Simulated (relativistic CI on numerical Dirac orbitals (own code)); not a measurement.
## Electric-dipole transitions in Tc X

Computed by Dirac-Coulomb-Breit CI, KLI orbitals optimised for each configuration, model QED, unscaled Slater integrals (own radial code, finite nucleus).

Configurations in the expansion (outside the closed core [Ar] 3d10): 4s²4p⁴, 4s4p⁵, 4p⁶, 4s²4p³4d, 4s4p⁴4d, 4s²4p³4f, 4s4p⁴4f, 4p⁵4d, 4s²4p³5s, 4s²4p³5p, 4s4p³4d², 4s²4p²4d4f, 4p⁵5s, 4s²4p³5d, 4s4p⁴5s, 4p⁵4f, 4s4p³4d5s, 4s4p⁴5p, 4s²4p³6s, 4s²4p³5f, 4s²4p²4f5s, 4s²4p³6p, 4s²4p³5g, 4s²4p³6d, 4s4p⁴5d, 4s4p³5s², 4s²4p³7s, 4s²4p³6f, 4s²4p²4d², 4s²4p4d³, 4s4p²4d³, 4s²4p4d²4f, 4s4p²4d²4f, 4s²4p4d²5s, 4p⁴4d², 4p³4d³, 4p³4d²4f, 4p³4d²5s, 4s²4p²4d5s, 4s4p²4d²5s, 4s²4p4d4f5s, 4s4p²4d4f5s, 4s²4p4d5s², 4s²4p²5s², 4s4p²4d5s², 4s²4p4f5s², 4s4p²4f5s², 4p⁴4d5s, 4p³4d4f5s, 4p³4d5s². Double excitations out of closed p, d and f shells are left out; levels of such configurations are missing from the list, as are those of other unlisted configurations, and high levels can miss mixing partners. These lack a partner that the ground configuration has and come out too high: 4s²4p³5p, 4s²4p³5d, 4s4p⁴5p, 4s²4p³6s, 4s²4p³5f.

| λ vac (nm) | Lower | Upper | A (s⁻¹) | gf | Branching (%) |
| --- | --- | --- | --- | --- | --- |
| 20.782 | 4s²4p³4d ³G°5 [24] | 4s²4p²4d² ³H6 [251] | 2.30e+11 | 1.94e+01 | 100.0 |
| 20.860 | 4s4p⁵ ³P°2 [6] | 4s4p⁴4d ³D3 [102] | 2.13e+11 | 9.71e+00 | 98.3 |
| 20.921 | 4s²4p³4d ³F°4 [21] | 4s²4p²4d² ³G5 [235] | 1.30e+11 | 9.36e+00 | 59.2 |
| 20.942 | 4s4p⁵ ³P°1 [7] | 4s4p⁴4d ³D2 [110] | 1.40e+11 | 4.60e+00 | 96.8 |
| 21.032 | 4s²4p⁴ ¹D2 [4] | 4s²4p³4d ¹F°3 [46] | 2.40e+11 | 1.12e+01 | 99.6 |
| 21.043 | 4s²4p⁴ ³P2 [1] | 4s²4p³4d ³D°3 [40] | 2.05e+11 | 9.52e+00 | 100.0 |
| 21.067 | 4s4p⁵ ¹P°1 [9] | 4s4p⁴4d ¹D2 [157] | 1.63e+11 | 5.42e+00 | 90.3 |
| 21.094 | 4s²4p³4d ¹F°3 [46] | 4s²4p²4d² ¹G4 [380] | 4.56e+11 | 2.74e+01 | 97.4 |
| 21.158 | 4s²4p³4d ¹G°4 [25] | 4s²4p²4d² ¹H5 [243] | 2.22e+11 | 1.64e+01 | 97.1 |
| 21.230 | 4s²4p³4d ³D°3 [40] | 4s²4p²4d² ³F4 [316] | 3.83e+11 | 2.33e+01 | 93.2 |
| 21.230 | 4s²4p³4d ³P°2 [37] | 4s²4p²4d² ³D3 [306] | 2.60e+11 | 1.23e+01 | 69.9 |
| 21.539 | 4s²4p³4d ³D°2 [43] | 4s²4p²4d² ³F3 [323] | 3.03e+11 | 1.47e+01 | 80.9 |
| 21.582 | 4s²4p³4d ³F°4 [34] | 4s²4p²4d² ³G5 [272] | 1.95e+11 | 1.50e+01 | 91.8 |
| 21.625 | 4s²4p⁴ ¹D2 [4] | 4s²4p³4d ¹D°2 [45] | 1.24e+11 | 4.35e+00 | 70.9 |
| 21.640 | 4s²4p⁴ ³P1 [3] | 4s²4p³4d ³D°2 [43] | 1.33e+11 | 4.68e+00 | 68.7 |
| 21.694 | 4s²4p⁴ ³P2 [1] | 4s²4p³4d ³P°2 [37] | 1.46e+11 | 5.14e+00 | 88.7 |
| 21.786 | 4s²4p⁴ ³P2 [1] | 4s²4p³4d ³P°1 [36] | 1.35e+11 | 2.88e+00 | 85.2 |
| 21.800 | 4s²4p³4d ⁵D°2 [11] | 4s²4p³4f ⁵F3 [167] | 9.97e+10 | 4.97e+00 | 77.5 |
| 21.829 | 4s²4p³4d ⁵D°4 [14] | 4s²4p²4d² ⁵F5 [170] | 1.05e+11 | 8.25e+00 | 97.8 |
| 21.963 | 4s²4p⁴ ¹S0 [5] | 4s²4p³4d ¹P°1 [47] | 1.82e+11 | 3.94e+00 | 96.9 |

Terms are leading LS components. Brackets give the number of a level in order of energy, since labels repeat. The list gives strong lines, with weight on those to low levels, without lines whose two gauges differ by over a factor of 2.5, among the lowest 400 of 10009 levels, so that lines to higher ones, which can be the strongest, are missing. Levels whose partners in the same complex of configurations lie outside the list can be far off, and so can their lines. Rates are taken at the computed energies, electric ones in the length gauge.

At this charge energies of transitions that change n are usually good to better than 1 %, and those within a shell (Δn = 0) to a few per cent.

LS names give the leading component of a level, which can be under half, so a name can repeat, a term be missing and a line seem to break the LS rules.
